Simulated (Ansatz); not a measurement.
Cost and result for the atomization energy of C2H8GeSi (`C=C[SiH2][GeH3]`) (12 atoms, 11 bonds).

```
atom    x (Å)    y (Å)    z (Å)
  C1   2.2590  -0.6482   0.2159
  C2   1.1439  -0.6262  -0.5093
 Si3  -0.5593  -0.7255   0.2320
 Ge4  -1.7439   1.3122  -0.1138
  H5   3.2437  -0.5684  -0.2361
  H6   2.2356  -0.7489   1.2974
  H7   1.2342  -0.5216  -1.5897
  H8  -0.4341  -0.9906   1.6915
  H9  -1.3405  -1.8289  -0.3937
 H10  -1.8259   1.6412  -1.6156
 H11  -3.1803   1.2238   0.4317
 H12  -1.0323   2.4811   0.5895
```

The species carries charge 0 and has multiplicity 1. Correlated methods include outer-core shells of Ge, which these sets cover unevenly. Scalar relativity is left out up to krypton. All single points use the PBE0-D4/def2-TZVP geometry. It is one conformer, not always the lowest. Program: Ansatz. All runs use 4 threads of a server CPU on a shared host. Times are those of one run each, without the atoms' runs, and a repeat can differ threefold. Electronic energies, without spin–orbit coupling; frozen cores. CCSD(T)/CBS adds CCSD(T) − MP2 in def2-TZVPP to the MP2 limit, and its time is that of the two runs behind it. T1 = 0.012. With those shells the extrapolation isn't a true limit. B3LYP takes the VWN-RPA correlation (the form of Gaussian; ORCA's B3LYP/G).

CCSD(T)/CBS is a level of theory with its own doubt, some kJ/mol a heavy atom from the limit and from the frozen cores, so smaller differences don't rank the functionals.

| level | functions | wall time | atomization (kJ/mol) | difference from CCSD(T)/CBS | per bond |
| --- | --- | --- | --- | --- | --- |
| PBE-D4/def2-TZVPP (with forces) | 264 | 2.3 s | 4036.2 | 9.5 | 0.9 |
| PBE0-D4/def2-TZVPP | 264 | 2.8 s | 4006.0 | -20.7 | -1.9 |
| r2SCAN-D4/def2-TZVPP (with forces) | 264 | 3.7 s | 4026.6 | -0.1 | 0.0 |
| B3LYP-D4/def2-TZVPP (with forces) | 264 | 4.5 s | 4017.1 | -9.6 | -0.9 |
| B2PLYP/def2-TZVPP | 264 | 5.5 s | 3970.7 | -56.0 | -5.1 |
| ωB97X-V/def2-TZVPP | 264 | 6.5 s | 4036.8 | 10.1 | 0.9 |
| ωB97M-V/def2-TZVPP (with forces) | 264 | 10 s | 4012.7 | -14.0 | -1.3 |
| MP2/def2-QZVPP | 513 | 21 s | 3983.2 | -43.5 | -4.0 |
| CCSD(T)/def2-TZVPP | 264 | 110 s | 3943.4 | -83.3 | -7.6 |
| CCSD(T)/CBS(def2) | – | 2.1 min | 4026.7 | 0.0 | 0.0 |

From PBE to PBE0 (25 % exact exchange), in def2-TZVPP and without D4, the atomization energy moves by −26.7 kJ/mol: exact exchange takes away binding that semilocal exchange gives to molecules. The D4 term adds +39.5 kJ/mol with B3LYP and +20.9 kJ/mol with PBE0; it sums over pairs of atoms, weighted by their polarisabilities, and B3LYP, whose exchange is more repulsive, gets the larger term. In def2-TZVPP, CCSD(T) changes the Hartree–Fock value by +916.5 kJ/mol (the triples alone add +46.9 kJ/mol) and MP2 by +907.5 kJ/mol; breaking electron pairs costs correlation energy, which Hartree–Fock lacks.
